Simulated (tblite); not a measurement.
C₅H₉OS₂ (doublet state).
Numbering: `[CH3:1][S@@:2](=[O:3])[C@@H:4]1[CH2:5][CH2:6][CH:7][S:8]1` (hydrogens: H9, H10, H11 on C1; H12 on C4; H13, H14 on C5; H15, H16 on C6; H17 on C7)

Computed geometry: GFN2-xTB, gas phase. This method treats the open shell by occupation alone, without spin polarisation.

(1) What internal coordinates does the optimisation give?

## Answers

(1) 
| bond | length (Å) |
| --- | --- |
| C1–S2 | 1.841 |
| S2=O3 | 1.462 |
| S2–C4 | 1.886 |
| C4–C5 | 1.515 |
| C5–C6 | 1.529 |
| C6–C7 | 1.485 |
| C7–S8 | 1.714 |
| C4–S8 | 1.813 |
| C1–H9, C1–H10, C1–H11 | 1.085 |
| C4–H12 | 1.088 |
| C5–H13 | 1.091 |
| C5–H14 | 1.093 |
| C6–H15 | 1.101 |
| C6–H16 | 1.093 |
| C7–H17 | 1.070 |

Bonds in one row agree within 0.01 Å and their mean is given. A selection of angles:
| angle | degrees |
| --- | --- |
| C1–S2–O3 | 106.3 |
| C1–S2–C4 | 94.5 |
| O3–S2–C4 | 104.6 |
| S2–C4–C5 | 108.5 |
| S2–C4–S8 | 107.7 |
| C5–C4–S8 | 106.6 |
| C4–C5–C6 | 106.1 |
| C5–C6–C7 | 105.7 |
| C6–C7–S8 | 113.7 |
| C4–S8–C7 | 92.4 |

Torsions: C1–S2–C4–C5 -170° (antiperiplanar); S2–C4–C5–C6 -78° (synclinal); C4–C5–C6–C7 -40° (synclinal); C5–C6–C7–S8 25° (synperiplanar); C6–C7–S8–C4 -3° (synperiplanar); S2–C4–S8–C7 95° (anticlinal).

The C–S distances run from 1.714 Å (C7–S8, drawn single) to 1.886 Å (S2–C4, drawn single), a spread of 0.172 Å. Of the pairs four or more bonds apart, S8···H9 is among the closest relative to their van der Waals radii: 2.83 Å, 94 % of the sum of Bondi's values. C7 (carbon bonded to C, S and H) is almost planar (angles 124.9°, 118.6° and 113.7°, sum 357.2°, 0.13 Å off the plane of its three neighbours). S8 (sulfur bonded to 2 C) is bent (angle 92.4°). S2 (sulfur bonded to 2 C and O) is pyramidal (angles 106.3°, 104.6° and 94.5°, sum 305.5°, 0.75 Å off the plane of its three neighbours). The 3 C–C bonds span 1.485 Å (C6–C7, drawn single) to 1.529 Å (C5–C6, drawn single), a spread of 0.044 Å. The 5-membered ring C4–C5–C6–C7–S8 has internal angles of 92.4° to 113.7°; it is puckered, 0.17 Å rms from its mean plane, widest ring torsion 40°.

Point group: C1 (no symmetry element, even within 0.4 Å). Its GFN2-xTB frequencies are all real (lowest 50 cm⁻¹).

One conformer stands for the species.
